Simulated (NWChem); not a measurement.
System meant: CHAuOS; SMILES [C-](->[Au][SH])#[O+]

Input file for NWChem:

```
start job
memory heap 200 mb stack 900 mb global 1100 mb
geometry units angstroms noautoz
  Au    -0.113671    -0.026601     0.001004
  S     -0.078286     2.266057     0.000076
  H     -1.437198     2.400061    -0.020443
  O     -0.110159    -3.101616     0.001386
  C     -0.096735    -1.951326     0.001235
end
basis spherical
  Au library def2-svp
  S library def2-svp
  H library def2-svp
  O library def2-svp
  C library def2-svp
end
dft
  xc xpbe96 cpbe96
  iterations 150
  mulliken
end
task dft energy
```

End of the output:

```
          Convergence Information
          -----------------------
          Convergence aids based upon iterative change in
          total energy or number of iterations.
          Levelshifting, if invoked, occurs when the
          HOMO/LUMO gap drops below (HL_TOL):  1.00D-02
          DIIS, if invoked, will attempt to extrapolate
          using up to (NFOCK): 10 stored Fock matrices.

                    Damping( 0%)  Levelshifting(0.5)       DIIS
                  --------------- ------------------- ---------------
          dE  on:    start            ASAP                start
          dE off:    2 iters        150 iters           150 iters

      Screening Tolerance Information
      -------------------------------
          Density screening/tol_rho:  1.00D-10
          AO Gaussian exp screening on grid/accAOfunc:  14
          CD Gaussian exp screening on grid/accCDfunc:  20
          XC Gaussian exp screening on grid/accXCfunc:  20
          Schwarz screening/accCoul:  1.00D-08

      Superposition of Atomic Density Guess
      -------------------------------------

      charge =      79.0 Au (Gold)

      symmetry species            s     p     d     f
      number of basis functions = 7     6     5     1
      number of cont. functions = 6     3     2     1
      number of closed shells   = 6     4     2     1
      number of open shells     = 0     0     1     0
      open shell occupation     = 0     0     9     0
 ------------------------------------------------------------------------
 atomscf:atomd: error in atom scf                   0
 ------------------------------------------------------------------------
 ------------------------------------------------------------------------
  current input line :
    22: task dft energy
 ------------------------------------------------------------------------
 ------------------------------------------------------------------------
 This error has not yet been assigned to a category
 ------------------------------------------------------------------------
 For more information see the NWChem manual at https://nwchemgit.github.io

0:atomscf:atomd: error in atom scf:Received an Error in Communication
```

### Question
Can this run be used? If not, why, and what is the fix?

### Answer
The run crashed. Cause: the def2 basis of a heavy element holds valence functions alone and wants its effective core potential (without it all electrons must fit into that basis). This input runs:
```
start job
memory heap 200 mb stack 900 mb global 1100 mb
geometry units angstroms noautoz
  Au    -0.113671    -0.026601     0.001004
  S     -0.078286     2.266057     0.000076
  H     -1.437198     2.400061    -0.020443
  O     -0.110159    -3.101616     0.001386
  C     -0.096735    -1.951326     0.001235
end
basis spherical
  * library def2-svp
end
ecp
  Au library def2-ecp
end
dft
  xc xpbe96 cpbe96
  iterations 150
  mulliken
end
task dft energy
```
It converges to -647.44797 Ha (PBE/def2-SVP with def2 effective core potentials on Au).
